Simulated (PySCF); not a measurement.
A structure optimised at PBE0-D3(BJ)/def2-SVP, used in a PySCF frequency run:

```xyz
6

Ta    -0.0121     0.1644     0.0000
S     -0.0254    -1.9929     0.0000
F     -0.8640     0.7630    -1.5585
F     -0.8640     0.7630     1.5585
O      1.7747     0.7290     0.0000
H      2.6466     0.3212     0.0000
```
Charge 0, spin multiplicity 1.

Task: Write its SMILES, formula and point group.

Result: [OH][Ta]([F])([F])=[S], F2HOSTa, Cs

Task: What are its rotational constants (standard atomic weights)?

Result: 2.8390, 2.0333, 1.9809 GHz
